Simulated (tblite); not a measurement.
Write Cartesian coordinates for `C#CP1[C@H](C(F)(F)F)[C@@H]1C(F)(F)F` as optimised with GFN2-xTB.

```
atom  x, y, z in Å
C1     3.3910   -1.1444    0.5208
C2     2.3796   -0.8203   -0.0426
P3     0.9874   -0.3818   -1.0358
C4    -0.3066   -0.6930    0.2690
C5    -1.6874   -1.0698   -0.1961
F6    -1.9617   -2.3358    0.1582
F7    -1.8222   -1.0144   -1.5278
F8    -2.6595   -0.3132    0.3288
C9     0.1886    0.7408    0.2174
C10   -0.6728    1.8620   -0.2873
F11    0.0793    2.9536   -0.5174
F12   -1.6120    2.2379    0.5923
F13   -1.2915    1.5797   -1.4368
H14    4.2531   -1.4190    1.0569
H15   -0.0391   -1.2408    1.1690
H16    0.7662    1.0672    1.0790
```

Orientation and origin are arbitrary. Atoms count from 1 in this order. Of the pairs four or more bonds apart, F7···F13 is among the closest relative to their van der Waals radii: 2.65 Å, 90 % of the sum of Bondi's values. The 4 C–C bonds span 1.202 Å (C1≡C2, drawn triple) to 1.518 Å (C4–C9, drawn single), a spread of 0.316 Å. The 3 C–P bonds span 1.765 Å (C2–P3, drawn single) to 1.864 Å (P3–C4, drawn single), a spread of 0.099 Å. P3 (phosphine phosphorus) is pyramidal (angles 96.4°, 96.3° and 48.1°, sum 240.8°, 1.15 Å off the plane of its three neighbours).

Bonds between heavy atoms (Å): C1≡C2 1.202, C2–P3 1.765, P3–C4 1.864, C4–C5 1.505, C5–F6 1.343, C5–F7 1.340, C5–F8 1.339, C4–C9 1.518, C9–C10 1.501, C10–F11 1.345, C10–F12 1.341, C10–F13 1.336, P3–C9 1.862.

Computed geometry: GFN2-xTB, gas phase.

Point group: C1 (no symmetry element, even within 0.4 Å). Its GFN2-xTB frequencies are all real (lowest 36 cm⁻¹). 2 starts were optimised and ended at 0.00 and 2.94 kcal/mol (GFN2-xTB); the lowest of these is shown.

On one thread of an Intel Xeon Platinum 8488C, no GPU, shared host, this took 0.49 s of wall time. This is the geometry optimisation.
